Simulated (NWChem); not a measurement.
Everything below was run with NWChem. System: H4AsSi, charge 0, spin multiplicity 2, at a geometry optimised with UPBE0/def2-SVP. The structure started from a generated list of species. Its SCF solution wasn't tested for a lower state. Level: UPBE0/def2-TZVPD.

NWChem printed:

```
             Northwest Computational Chemistry Package (NWChem) 7.3.0
             --------------------------------------------------------

                                NWChem Input Module
                                -------------------

 Scaling coordinates for geometry "geometry" by  1.889725989
 (inverse scale =  0.529177249)

                             Geometry "geometry" -> ""
                             -------------------------

 Output coordinates in angstroms (scale by  1.889725989 to convert to a.u.)

  No.       Tag          Charge          X              Y              Z
 ---- ---------------- ---------- -------------- -------------- --------------
    1 Si                  14.0000    -1.44153700    -0.56465000     0.04479100
    2 As                  33.0000     0.74550900     0.34053700    -0.02576200
    3 H                    1.0000    -1.64891700    -1.35497100     1.29849800
    4 H                    1.0000    -2.43289500     0.55227000     0.00813800
    5 H                    1.0000    -1.68056400    -1.46188300    -1.12891400
    6 H                    1.0000     1.34211000    -1.06803100     0.04534300

 Effective nuclear repulsion energy (a.u.)     149.5657348611

            Nuclear Dipole moment (a.u.)
            ----------------------------
        X                 Y               Z
 ---------------- ---------------- ----------------
     0.0000245664     0.0000113384    -0.0000132281


 Summary of "ao basis" -> "" (spherical)
 ------------------------------------------------------------------------------
       Tag                 Description            Shells   Functions and Types
 ---------------- ------------------------------  ------  ---------------------
 *                         def2-tzvpd                 on all atoms

                                 NWChem DFT Module
                                 -----------------

 Summary of "ao basis" -> "ao basis" (spherical)
 ------------------------------------------------------------------------------
       Tag                 Description            Shells   Functions and Types
 ---------------- ------------------------------  ------  ---------------------
 Si                        def2-tzvpd               15       43   6s5p3d1f
 As                        def2-tzvpd               18       54   7s5p5d1f
 H                         def2-tzvpd                5        9   3s2p

 Summary of "ao basis" -> "ao basis" (spherical)
[...]
 overlap   1.000  1.000  1.000  1.000  1.000  1.000  1.000  1.000  1.000  1.000

   alpha     11     12     13     14     15     16     17     18     19     20
    beta     11     12     13     14     15     16     18     17     19     20
 overlap   1.000  1.000  1.000  0.999  0.903  1.000  1.000  0.933  0.929  0.991

   alpha     21     22     23     24     25     26     27     28     29     30
    beta     21     22     23     24     25     26     27     28     30     29
 overlap   0.992  0.993  0.996  0.993  0.999  0.989  0.983  0.982  0.794  0.676

   alpha     31     32     33     34     35     36     37     38     39     40
    beta     31     32     33     34     35     36     37     39     38     40
 overlap   0.857  0.958  0.890  0.931  0.875  0.923  0.919  0.982  0.934  0.988

   alpha     41     42     43     44     45     46     47     48     49     50
    beta     41     42     43     44     45     46     47     48     49     50
 overlap   0.980  0.989  0.991  0.998  0.996  0.996  0.993  0.990  0.995  0.998

   alpha     51     52     53     54     55     56     57     58     59     60
    beta     51     52     53     54     55     56     57     59     58     62
 overlap   0.994  0.995  0.996  0.996  0.972  0.792  0.809  0.890  0.922  0.931

   alpha     61     62     63     64     65     66     67     68     69     70
    beta     60     61     63     64     65     66     68     67     70     69
 overlap   0.953  0.923  0.936  0.998  0.996  0.992  0.974  0.978  0.977  0.990

   alpha     71     72     73     74     75     76     77     78     79     80
    beta     71     72     73     74     75     76     77     78     80     79
 overlap   0.996  0.920  0.918  0.999  0.999  1.000  0.999  0.997  0.998  0.999

   alpha     81     82     83     84     85     86     87     88     89     90
    beta     81     82     83     85     84     89     86     87     88     90
 overlap   0.998  0.996  0.991  0.992  0.992  0.985  0.985  0.988  0.995  0.973

   alpha     91     92     93     94     95     96     97     98     99    100
    beta     91     92     93     94     96     95     97     98     99    100
 overlap   0.998  0.950  0.948  0.996  0.995  0.991  0.998  0.995  0.999  1.000

   alpha    101    102    103    104    105    106    107    108    109    110
    beta    101    103    102    104    105    106    107    108    109    110
 overlap   0.995  0.997  0.997  0.999  0.990  1.000  0.990  1.000  1.000  0.999

   alpha    111    112    113    114    115    116    117    118    119    120
    beta    111    112    113    114    115    116    117    118    119    120
 overlap   0.999  1.000  1.000  0.998  1.000  0.994  0.992  1.000  1.000  1.000

   alpha    121    122    123    124    125    126    127    128    129    130
    beta    121    122    123    124    126    125    127    128    129    130
 overlap   1.000  0.996  0.996  1.000  0.981  0.972  0.990  1.000  1.000  1.000

   alpha    131    132    133
    beta    131    132    133
 overlap   1.000  1.000  1.000

     --------------------------
     Expectation value of S2:
     --------------------------
      <S2> =      0.7549 (Exact =     0.7500)

 center of mass
 --------------
 x =   0.19563710 y =   0.11235715 z =  -0.00799163

 moments of inertia (a.u.)
 ------------------
          92.066011551668        -153.782842788111          12.152186944760
        -153.782842788111         410.986851748335           5.328681336662
          12.152186944760           5.328681336662         480.985193864912

     Multipole analysis of the density
     ---------------------------------

     L   x y z        total         alpha         beta         nuclear
     -   - - -        -----         -----         ----         -------
     0   0 0 0     -0.000000    -26.000000    -25.000000     51.000000

     1   1 0 0     -0.038203     -0.611451      0.573223      0.000025
     1   0 1 0     -0.120896     -0.287766      0.166859      0.000011
     1   0 0 1      0.007078      0.022070     -0.014979     -0.000013

     2   2 0 0    -25.779053   -122.950877   -119.580089    216.751912
     2   1 1 0     -0.668610    -39.600095    -38.515290     77.446775
     2   1 0 1      0.039031      3.146122      3.108663     -6.215754
     2   0 2 0    -25.724679    -38.216407    -36.464761     48.956489
     2   0 1 1      0.019361      1.355426      1.508658     -2.844723
     2   0 0 2    -25.479258    -20.460845    -15.776797     10.758384

 Task  times  cpu:       24.8s     wall:       24.8s

 Total times  cpu:       24.9s     wall:       24.9s
```

Q: Write an NWChem input that would produce this output.

A: This is not unique; one that fits is 
```
start mol
memory heap 200 mb stack 900 mb global 1100 mb
geometry units angstroms nocenter noautoz noautosym
  Si    -1.441537    -0.564650     0.044791
  As     0.745509     0.340537    -0.025762
  H     -1.648917    -1.354971     1.298498
  H     -2.432895     0.552270     0.008138
  H     -1.680564    -1.461883    -1.128914
  H      1.342110    -1.068031     0.045343
end
basis spherical
  * library def2-tzvpd
end
dft
  xc pbe0
  odft
  mult 2
  semidirect memsize 60000000 filesize 0
  iterations 100
end
task dft energy
```
